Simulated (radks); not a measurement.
Q: These are the eigenvalues of the occupied orbitals of an atom or ion with whole-number occupations (hartree). All-electron calculation, scalar-relativistic Kohn-Sham, LDA (Slater exchange, Perdew-Wang correlation), spin-unpolarised, spherical densities, finite nucleus; Fermi nuclear charge, rms radius of each element as measured or else 0.836 A^(1/3) + 0.57 fm. Program: a radial shooting solver on a logarithmic mesh with Libxc functionals.

| orbital | eigenvalue |
|---|---|
| 1s | -3065.013 |
| 2s | -553.2727 |
| 2p | -479.1633 |
| 3s | -140.2924 |
| 3p | -118.8649 |
| 3d | -96.25577 |
| 4s | -39.90192 |
| 4p | -32.84786 |
| 4d | -24.46186 |
| 5s | -15.16589 |
| 4f | -15.12344 |
| 5p | -12.93533 |
| 6d | -5.89132 |

Which element is it, and in what charge state? The configuration may be excited.

A: Z = 80, mercury, charge +15: Hg15+ in [Kr] 4d10 4f14 5s2 5p2 6d1. The list shows which subshells hold electrons but not how many an open one holds; the 1s level, -3065 hartree, gives Z - s = 78.3 by -(Z - s)^2/2, which with screening and relativity narrows Z to a few neighbours, and the depths of the outer levels then fix element, charge and occupations together.
